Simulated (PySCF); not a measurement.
Molecule: 2-aminotropone (Nc1cccccc1=O, C$_{7}$H$_{7}$NO).

Bonds (- single, = double, # triple, : aromatic): N1-C2, C2:C3, C3:C4, C4:C5, C5:C6, C6:C7, C7:C8, C8=O9, C8:C2. N1 carries H10, H11; C3 carries H12; C4 carries H13; C5 carries H14; C6 carries H15; C7 carries H16.

Frames of a GFN2-xTB Langevin trajectory at 200 K; GIAO PBE0/pcSseg-1 shieldings in PySCF 2.14, gas phase, non-relativistic; equivalent atoms averaged within each frame.

Chemical shifts δ = σref − σ; NH3 for 15N (σ = 267.73 ppm); TMS for 13C (σ = 186.93 ppm) and 1H (σ = 31.72 ppm); 17O (σ = 336.08 ppm) vs H2O, all at this level. The references are static minima.

How do the shifts (ppm) fluctuate along the trajectory?

Answers


```tsv
time (fs)	N1	C8	C2	C4	C6	C7	C5	C3	O9	H16
optimised geometry	106.3	178.8	160.8	142.6	142.6	136.7	127.1	111.4	497.7	7.36
250	104.2	184.6	159.1	147.7	139.5	139.3	128.3	112.3	520.2	7.30
425	103.1	179.8	165.8	138.9	149.9	139.3	131.5	116.7	521.9	7.52
625	110.9	176.7	161.9	143.2	141.6	144.6	129.2	112.0	487.0	8.08
800	100.7	182.3	159.7	141.1	139.6	148.4	129.1	117.1	529.0	8.14
1000	101.3	178.3	156.4	151.3	139.4	137.7	132.8	114.7	492.9	7.04
mean of frames	104.1	180.3	160.6	144.4	142.0	141.9	130.2	114.6	510.2	7.62
standard deviation	4.1	3.1	3.6	5.0	4.5	4.5	1.9	2.4	18.9	0.48
```

5 frames give an uncertainty of the mean of about the standard deviation over 2.2 at best, since frames this close in time may not be independent; classical motion lacks zero-point vibration, and the reference would need the same averaging.
